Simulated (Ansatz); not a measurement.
Gas-phase reaction R1 + R2 → P1, each structure at its B3LYP-D3(BJ)/def2-TZVP stationary point, reached from a drawn start (curvature not checked).
R1: C atom, charge 0, multiplicity 3.
P1: CH2O (SMILES C=O), charge 0, multiplicity 1.
R2: H2O (SMILES O), charge 0, multiplicity 1.

P less R. No zero-point or thermal terms; singlets are restricted closed shells; open shells are unrestricted; no spin–orbit coupling.

Cores are frozen in the correlated methods. CBS: X⁻³ extrapolation of the correlation energy, Hartree–Fock from the larger set.

Run with Ansatz (an electronic-structure program). Each number belongs to the level named beside it.

Problem. Predict the reaction energy from B97M-V/def2-TZVPP.

Solution. -144.9 kcal/mol

Problem. What reaction energy does HF/cc-pVDZ give?

Solution. -102.7 kcal/mol

Problem. Estimate the reaction energy that MP2/CBS(cc-pVTZ, cc-pVQZ) returns for this input.

Solution. -146.3 kcal/mol
